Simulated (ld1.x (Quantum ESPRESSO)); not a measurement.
# u(r) = r·R(r): atom against pseudo-atom (nitrogen (N))

Columns: radius, all-electron u(r) and pseudo u(r) of the 2s shell (level -32.25 eV) of nitrogen in the configuration [He] 2s2 2p2; LDA (PZ), scalar-relativistic, PAW scheme, ld1.x (Quantum ESPRESSO) 7.5.

```csv
r (bohr),all-electron,pseudo
0.128,0.4088,-0.1021
0.255,0.1783,-0.2256
0.382,-0.1746,-0.3796
0.510,-0.4861,-0.5544
0.638,-0.7096,-0.7206
0.765,-0.8452,-0.8453
0.893,-0.9106,-0.9106
1.020,-0.9226,-0.9226
1.148,-0.8978,-0.8978
1.275,-0.8496,-0.8496
1.402,-0.7874,-0.7874
1.530,-0.7178,-0.7178
1.658,-0.6462,-0.6462
1.785,-0.5764,-0.5764
1.912,-0.5100,-0.5100
2.040,-0.4477,-0.4477
2.168,-0.3908,-0.3908
2.295,-0.3397,-0.3397
2.422,-0.2941,-0.2941
2.550,-0.2533,-0.2533
2.678,-0.2175,-0.2175
2.805,-0.1864,-0.1864
2.932,-0.1593,-0.1593
3.060,-0.1357,-0.1357
3.188,-0.1154,-0.1154
3.315,-0.0980,-0.0980
```

(1) How many radial nodes do the two functions have?

(2) At about which radius was the pseudo-wave matched?

(3) Is the pseudo-wave norm-conserving?

## Answers

(1) The all-electron 2s function has n − l − 1 = 1; the pseudo-wave has 0, since the states of the same l below it are removed with the core.

(2) 0.80 bohr, where the columns begin to agree (steps of 0.13 bohr).

(3) No, it belongs to a PAW set: the norm inside the radius is not constrained, and the difference is carried by the augmentation charge.
